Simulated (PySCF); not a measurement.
H3IS3Ti, SMILES [SH][Ti]([SH])([SH])[I], multiplicity 1.

Coordinates come from a B3LYP-D3(BJ)/def2-SVP optimisation. The spin state was assumed, not searched. The def2 effective core potentials stand for the cores of I; spin–orbit coupling is left out. One conformer was computed; it need not be the lowest.

Two levels are set side by side: TDA-PBE/def2-SVPD (PySCF) and TDA-ωB97X/def2-SVPD (PySCF). Vertical, same geometry. The lowest singlet is HOMO→LUMO 93 % with PBE and HOMO→LUMO 62 %, HOMO−2→LUMO 25 % with the other functional; states are paired by order. Differences are taken from unrounded values.

| quantity | TDA-PBE |
|---|---|
| lowest singlet excitation (eV) | 2.68 |
| lowest triplet excitation (TDA) (eV) | 2.46 |

Task: These are the TDA-PBE values. What does TDA-ωB97X give? (An estimate is asked for; the answer gives what the named calculation found.)

Result: 
```
quantity                              TDA-ωB97X  TDA-PBE minus TDA-ωB97X
------------------------------------  ---------  -----------------------
lowest singlet excitation (eV)             3.42                    -0.74
lowest triplet excitation (TDA) (eV)       3.07                    -0.62
```

Functionals without exact exchange tend to place singlet excitations lower, as here. Differences between two approximate levels are no errors against the true value.

Rough cost on one machine, each run with all the roots and properties that it gave: TDA-ωB97X against TDA-PBE about 6 times.
